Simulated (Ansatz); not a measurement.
A nudged elastic band was laid between two geometries of a periodic cell of 20 atoms, HC18Cl (surface graphene monolayer, adsorbate HCl).

Method: DFT PBE-D3(BJ), scalar-relativistic, plane waves, PAW (Ansatz 0.2.0). Settings: cutoff 420 eV, k mesh 2x2x1, fermi-dirac smearing 0.02 eV, no spin polarisation.

```
movable images  : 7
climbing image  : yes
spring          : 2.0 to 10.0 eV/Å², energy-weighted
optimiser       : quadratic models (default)
start path      : IDPP
force threshold : 0.05 eV/Å
iteration limit : 35
end points      : relaxed
```

Image 0:

```xyz
20
Lattice="7.3980 0.0000 0.0000 -3.6990 6.4069 0.0000 0.0000 0.0000 11.0000" Properties=species:S:1:pos:R:3
C -0.038 -0.030 0.954
C 1.202 0.685 0.951
C -1.256 2.105 0.953
C -0.039 2.808 0.952
C -2.497 4.228 0.954
C -1.257 4.945 0.954
C 2.442 -0.031 0.952
C 3.661 0.671 0.950
C 1.200 2.092 0.949
C 2.442 2.809 0.950
C -0.039 4.241 0.954
C 1.202 4.957 0.953
C 4.901 -0.043 0.953
C 6.142 0.673 0.954
C 3.662 2.104 0.950
C 4.902 2.822 0.953
C 2.442 4.242 0.952
C 3.661 4.944 0.953
Cl 2.726 2.203 4.502
H 2.845 2.397 3.226
```

Image 8:

```xyz
20
Lattice="7.3980 0.0000 0.0000 -3.6990 6.4069 0.0000 0.0000 0.0000 11.0000" Properties=species:S:1:pos:R:3
C 0.027 0.099 0.815
C 1.244 0.803 0.811
C -1.214 2.222 0.816
C 0.027 2.938 0.814
C -2.455 4.370 0.812
C -1.214 5.085 0.812
C 2.485 0.088 0.809
C 3.727 0.804 0.812
C 1.245 2.235 0.814
C 2.485 2.951 0.815
C 0.028 4.369 0.812
C 1.245 5.073 0.815
C 4.944 0.100 0.815
C 6.184 0.815 0.817
C 3.725 2.234 0.814
C 4.944 2.937 0.814
C 2.485 4.357 0.817
C 3.725 5.074 0.815
Cl 2.504 -0.700 4.378
H 2.495 -0.767 3.082
```

Task: Which bonds break or form, and what moves?

Result: The atom that moves furthest is H20, by 3.19 Å.

Task: What energy profile does the band end with?

Result: The forces met the threshold. The highest image is number 8 of 0 to 8, 0.000 eV above the ends, which have the same energy within 2 meV. The highest image is an end point: on this band no image between the ends rises above it. Limits of this set-up: slab without dipole correction.

| image | path coordinate (Å) | energy (eV) |
| --- | --- | --- |
| 0 | 0.00 | 0.000 |
| 1 | 0.63 | 0.000 |
| 2 | 1.27 | -0.001 |
| 3 | 1.90 | 0.000 |
| 4 | 2.52 | 0.000 |
| 5 | 3.14 | 0.000 |
| 6 | 3.76 | 0.000 |
| 7 | 4.38 | 0.000 |
| 8 | 5.00 | 0.000 |

Time of the run: 27 min on 1 thread of Arm Neoverse V2, with other jobs on the host, peak memory 1 GiB.
